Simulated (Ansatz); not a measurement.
`[SiH3][SiH2][SiH2][SiH3]` + `[F][GeH2][SiH2][SiH3]` → `[SiH3][SiH2][SiH2][GeH2][SiH2][SiH3]` + `F[SiH3]`  (redistribution)

Computed with Ansatz on PBE0-D4/def2-TZVP structures; ΔE is electronic, products minus reactants. CBS: MP2 limit from def2 TZ/QZ plus the TZ coupled-cluster correction, frozen cores. This one scheme is used for every species. Functionals use def2-TZVPP. For Ge outer-core shells are correlated without core-valence functions, which leaves a few kJ/mol of doubt a bond. Scalar relativity is left out up to krypton. Each species was taken in one conformer, which may not be the lowest.

Q: Is it downhill or uphill in electronic energy at CCSD(T)/CBS, and by how much? (An estimate is asked.)

A: The calculation gave: Downhill: ΔE = -1.12 eV.

Q: What do these levels give: PBE-D4, r2SCAN-D4, PBE0-D4, ωB97M-V, PBE, r2SCAN? (Estimate.)

A: Computed: PBE-D4 -0.92, r2SCAN-D4 -0.99, PBE0-D4 -0.99, ωB97M-V -1.05, PBE -0.82, r2SCAN -0.95 eV.

Largest T1 diagnostic among the species: 0.014.

From PBE to PBE0 (25 % exact exchange), in def2-TZVPP and without D4, ΔE moves by −0.07 eV. The D4 term adds −0.16 eV with B3LYP and −0.10 eV with PBE0; it sums over pairs of atoms, weighted by their polarisabilities, and B3LYP, whose exchange is more repulsive, gets the larger term. In def2-TZVPP, CCSD(T) changes the Hartree–Fock value by −0.17 eV (the triples alone add −0.02 eV) and MP2 by −0.27 eV.

B3LYP here is the variant with VWN-RPA as its local correlation; programs differ in this.
